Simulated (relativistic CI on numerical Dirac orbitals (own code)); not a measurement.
## Crystal-field levels of Pd4+, 4d6

Calculated by Dirac-Coulomb-Breit CI, KLI orbitals optimised for each configuration, model QED, valence Slater integrals scaled by 0.85, one configuration in a parametric crystal field (own radial code).

Field parameters in Wybourne normalisation: Oh B⁴₀ = 21Dq, B⁴₄ = √(5/14) B⁴₀. The field is a parameter set, without covalency.

S and J are read from ⟨S²⟩ = S(S + 1) and ⟨J²⟩ = J(J + 1) of each level; they are not fictitious spins.

Oh, 10Dq = 7250 cm⁻¹, the lowest 10 levels:

```
E (cm⁻¹)  Degeneracy  Irrep     S     J
     0.0           3     T2  1.98  3.86
     536           2      E  1.97  3.60
     719           3     T1  1.98  3.53
    1279           1     A1  1.96  3.24
    1954           3     T1  1.98  2.74
    2169           3     T2  1.97  2.47
    8735           3     T2  1.97  2.83
    8738           2      E  1.96  2.64
    8739           1     A2  1.98  3.00
    8885           3     T1  1.97  2.36
```

Oh, 10Dq = 13050 cm⁻¹, the lowest 10 levels:

```
E (cm⁻¹)  Degeneracy  Irrep     S     J
     0.0           3     T2  1.98  3.83
     433           2      E  1.94  3.51
     655           3     T1  1.95  3.42
     815           1     A1  1.74  3.21
    1817           3     T1  1.96  2.68
    1922           3     T2  1.93  2.52
    4243           1     A1  0.83  4.24
    8219           2      E  1.06  4.27
    8676           3     T2  1.10  4.13
   10115           3     T1  1.09  4.25
```

Oh, 10Dq = 18850 cm⁻¹, the lowest 10 levels:

| E (cm⁻¹) | Degeneracy | Irrep | S | J |
| --- | --- | --- | --- | --- |
| 0.0 | 1 | A1 | 0.27 | 4.47 |
| 6426 | 2 | E | 1.73 | 3.68 |
| 6603 | 3 | T2 | 1.90 | 3.79 |
| 6798 | 3 | T1 | 1.78 | 3.43 |
| 7604 | 3 | T2 | 1.68 | 3.20 |
| 7687 | 1 | A1 | 1.77 | 3.11 |
| 8138 | 3 | T1 | 1.91 | 2.94 |
| 10334 | 2 | E | 1.34 | 4.00 |
| 11241 | 3 | T2 | 1.52 | 3.55 |
| 12471 | 3 | T1 | 1.37 | 3.86 |

The free-ion ground term has S = 2. The field overcomes the spin-pairing energy for Oh, 10Dq = 18850 cm⁻¹, where the ground state has lower spin; these fields are assumed values.

Levels of this model without a field, named by their leading LS term: 5D_4 0, 5D_3 2021, 5D_2 3082, 5D_1 3823, 5D_0 4166, 3H_4 18665, 3H_6 18860, 3H_5 19319 cm⁻¹.
